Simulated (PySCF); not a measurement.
B(F)2(vinyl) (C2H3BF2), SMILES C=CB(F)F.

Geometry: B3LYP-D3(BJ)/def2-SVP. One conformer was computed; it need not be the lowest.

Level of theory: M06-2X/def2-TZVP (PySCF).

Symmetry labels are those of the subgroup Cs that the program uses (full group Cs).

Q: List the valence orbital energies around the gap with their symmetry. (Estimate from the structure and the level; the computed values follow.)

A: 
```json
[
 {"orbital": "HOMO−7", "symmetry": "A'", "energy (eV)": "-16.20"},
 {"orbital": "HOMO−6", "symmetry": "A\"", "energy (eV)": "-15.95"},
 {"orbital": "HOMO−5", "symmetry": "A'", "energy (eV)": "-14.67"},
 {"orbital": "HOMO−4", "symmetry": "A\"", "energy (eV)": "-14.47"},
 {"orbital": "HOMO−3", "symmetry": "A'", "energy (eV)": "-13.99"},
 {"orbital": "HOMO−2", "symmetry": "A'", "energy (eV)": "-13.15"},
 {"orbital": "HOMO−1", "symmetry": "A'", "energy (eV)": "-11.33"},
 {"orbital": "HOMO", "symmetry": "A\"", "energy (eV)": "-9.84"},
 {"orbital": "LUMO", "symmetry": "A\"", "energy (eV)": "-0.63"},
 {"orbital": "LUMO+1", "symmetry": "A'", "energy (eV)": "1.57"},
 {"orbital": "LUMO+2", "symmetry": "A'", "energy (eV)": "2.58"},
 {"orbital": "LUMO+3", "symmetry": "A\"", "energy (eV)": "2.66"}
]
```
